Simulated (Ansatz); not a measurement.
B₆Pt⁺, 7 atoms. Hardware: 4 threads of Intel Xeon 6975P-C on a shared host.

In the def2 sets Pt takes a core potential; there is no spin–orbit coupling. Correlated methods freeze 6 core orbitals; core or outer-core shells of Pt are correlated, in sets that lack core-valence functions.

Task: How many basis functions does each of these Ansatz runs have, and roughly what does it cost? PBE-D4/def2-TZVP, charge 1 doublet, energy and forces, from earlier orbitals; LC-ωPBE/def2-TZVP, charge 1 doublet, energy, from earlier orbitals; MP2/def2-TZVP, charge 1 doublet, energy, from earlier orbitals; PBE-D4/def2-SVP, charge 1 doublet, energy with a search over starts; r2SCAN-D4/def2-TZVP, charge 1 doublet, energy, from earlier orbitals; PBE0-D4/def2-TZVP, charge 1 doublet, energy, from earlier orbitals; CCSD(T)/def2-SVP, charge 1 doublet, energy, from earlier orbitals; PBE0-D4/def2-SVP, charge 1 doublet, energy, from earlier orbitals; B97M-V/def2-TZVP, charge 1 doublet, energy, from earlier orbitals; r2SCAN-D4/def2-SVP, charge 1 doublet, relaxation, 8 steps; ωB97X-V/def2-TZVP, charge 1 doublet, energy, from earlier orbitals; PBE-D4/def2-SVP, charge 1 doublet, energy, from earlier orbitals.

Result: Other jobs shared the machine, so times can vary by a factor of up to 3. A dash marks memory too small to be measured apart from the calling script's.

| run | functions | fitting or Cholesky vectors | wall time | peak host memory (GiB) |
| --- | --- | --- | --- | --- |
| PBE-D4/def2-SVP, charge 1 doublet, energy, from earlier orbitals | 116 | 1257 | 1.4 s | – |
| PBE0-D4/def2-SVP, charge 1 doublet, energy, from earlier orbitals | 116 | 1262 | 1.7 s | – |
| PBE-D4/def2-TZVP, charge 1 doublet, energy and forces, from earlier orbitals | 226 | 1410 | 4 s | – |
| MP2/def2-TZVP, charge 1 doublet, energy, from earlier orbitals | 226 | 1546 | 4.2 s | 0.66 |
| PBE-D4/def2-SVP, charge 1 doublet, energy with a search over starts | 116 | 1257 | 4.9 s | – |
| PBE0-D4/def2-TZVP, charge 1 doublet, energy, from earlier orbitals | 226 | 1428 | 6 s | 0.79 |
| r2SCAN-D4/def2-TZVP, charge 1 doublet, energy, from earlier orbitals | 226 | 1410 | 6.5 s | – |
| B97M-V/def2-TZVP, charge 1 doublet, energy, from earlier orbitals | 226 | 1410 | 7.5 s | 0.58 |
| LC-ωPBE/def2-TZVP, charge 1 doublet, energy, from earlier orbitals | 226 | 1410 | 11 s | 0.97 |
| r2SCAN-D4/def2-SVP, charge 1 doublet, relaxation, 8 steps | 116 | 1257 | 14 s | – |
| CCSD(T)/def2-SVP, charge 1 doublet, energy, from earlier orbitals | 116 | 1190 | 20 s | 1.8 |
| ωB97X-V/def2-TZVP, charge 1 doublet, energy, from earlier orbitals | 226 | 1410 | 24 s | 1.4 |
